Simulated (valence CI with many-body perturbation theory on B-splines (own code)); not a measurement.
Sensitivity of CI+MBPT for Sr XXV

Calculated by relativistic CI+MBPT: four valence electrons over a frozen Dirac-Fock core [Ne], a basis of 6 s, 6 p, 5 d, 3 f, 1 g functions for each j, with the one-electron correlation potential Σ1 (screened to all orders), the two-electron term Σ2, the three-electron term Σ3, Breit, model QED; selected single and double excitations, second order for the rest (own B-spline code, finite nucleus).

No measured levels were compared; by estimate levels of excited configurations hold to 0.05 to 0.15 % of their energy, terms of the ground configuration to about 0.5 %.

The reference run has the lowest level 3s²3p² ³P_0 and an ionisation energy of 1163.98 eV. Its largest variational space holds 10000 state functions.

Names give the largest LS component (configuration and term), which can be under half, so a name can repeat, a term be missing and a line seem to break the LS rules; names also repeat where a configuration has a term twice. Letters in brackets count levels of one name in rising energy.

Changed runs:
A. size limit of the variational space 10000 → 1500
B. shift of the energy in Σ1 (hartree) 0 → 4.356
C. correlating orbitals by l 3 3 3 2 1 → 4 1 1 1 2; scale of Σ2 1 → 0.8
D. start configuration 3s2 3p2 → 3s2 3p3 (bad on purpose)

Excitation energies of the reference run in cm⁻¹, and shifts in cm⁻¹:

```csv
Level,Reference,A,B,C
3s²3p² ³P_1,92982,-0.3,+10,-103
3s²3p² ³P_2,122362,-4.5,+11,-22
3s²3p² ¹D_2,239308,-2.8,+22,-49
3s²3p² ¹S_0,313651,-0.3,+22,+143
3s3p³ ⁵S°_2,537152,-4.1,-13,-576
3s3p³ ³D°_1,648683,-7.9,-13,-75
3s3p³ ³D°_2,665926,-9.0,-8.2,-243
3s3p³ ³D°_3,700887,-8.7,-5.0,-237
3s3p³ ³P°_0,767967,+0.8,-4.2,-4.1
3s3p³ ¹D°_2,772449,-13,-6.2,-10
3s3p³ ³P°_1,780140,-7.6,-3.0,+18
3s²3p3d ³F°_2 [a],846129,-14,-3.9,-5.3
Ionisation energy (eV),1163.98,-3e-05,+0.039,-0.017
```

Run D: It gave no result: the electrons of core and valence do not add up to the charge. The program said: "core and valence hold 15 electrons, the ion has 14".
